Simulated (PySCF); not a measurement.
**Excitation energy of Tl⁺ by level of theory**

Tl⁺ [Xe] 4f14 5d10 6s2 (1S) → Tl⁺ [Xe] 4f14 5d10 6s1 7s1 (3S), as a difference of total energies. Computed with PySCF 2.14 in aug-cc-pVQZ-PP with ECP60MDF, with a scalar-relativistic core potential. Correlated levels: valence: 5s2 5p6 5d10 frozen. The calculations carry no spin-orbit coupling.

**Question.** Order these methods by the excitation energy they give, lowest first.
A. PBE0
B. SCS-MP2 (valence)
C. LDA
D. PBE

**Answer.** B (11.980 eV), A (12.660 eV), D (12.887 eV), C (13.352 eV).

Errors of the correlated levels include the incompleteness of this basis and the frozen core.

For comparison: 13.047 eV (measured; NIST levels).
